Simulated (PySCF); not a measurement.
C₃H₉GeN, SMILES [CH3][GeH]1[CH2]N[CH2]1.

Geometry: PBE0-D3(BJ)/def2-SVP. The structure was generated by enumeration, and PubChem lists no compound with its InChIKey, so it may never have been made.

Computed with PBE0-D3(BJ)/def2-SVP (PySCF).

Frequencies are harmonic and unscaled.

Task: Estimate the vibrational spectrum. (An estimate is asked for; the answer gives what the named calculation found.)

Result: 
```csv
mode,ν (cm⁻¹),IR (km/mol),moving atoms (share of kinetic energy)
1,114,0.8,"H 29 %, C 29 %, N 26 %, Ge 16 %"
2,121,0.0,H 95 %
3,165,1.3,"C 49 %, H 35 %, Ge 13 %"
4,223,2.7,"H 45 %, C 34 %, N 10 %, Ge 10 %"
5,410,21.7,"N 34 %, C 29 %, Ge 20 %, H 17 %"
6,565,36.9,"H 46 %, C 41 %, Ge 12 %"
7,565,45.1,"H 59 %, C 29 %"
8,583,0.0,"H 74 %, C 25 %"
9,614,48.5,"C 50 %, H 28 %, Ge 21 %"
10,638,56.7,"H 82 %, C 12 %"
11,781,51.0,"H 80 %, C 17 %"
12,815,1.8,"H 80 %, C 20 %"
13,816,7.9,"H 56 %, C 34 %, N 9 %"
14,840,24.9,"H 64 %, C 28 %"
15,855,67.8,"H 81 %, C 17 %"
16,1002,6.0,"C 38 %, H 33 %, N 28 %"
17,1111,3.9,"H 52 %, C 29 %, N 19 %"
18,1131,14.1,"H 72 %, C 26 %"
19,1162,12.1,"H 69 %, N 16 %, C 15 %"
20,1170,6.7,"H 78 %, C 12 %, N 10 %"
21,1230,5.1,"H 63 %, C 29 %"
22,1252,8.0,"H 80 %, C 20 %"
23,1405,12.7,"H 70 %, N 20 %, C 10 %"
24,1432,4.0,H 96 %
25,1433,5.5,H 95 %
26,1461,0.4,H 93 %
27,1490,3.8,"H 89 %, C 10 %"
28,2139,147.7,H 99 %
29,2976,69.9,H 94 %
30,2984,68.8,H 94 %
31,3065,4.4,H 97 %
32,3101,33.5,"H 91 %, C 9 %"
33,3102,23.8,"H 91 %, C 9 %"
34,3173,2.1,"H 91 %, C 9 %"
35,3180,2.6,"H 90 %, C 10 %"
36,3552,2.7,H 93 %
```
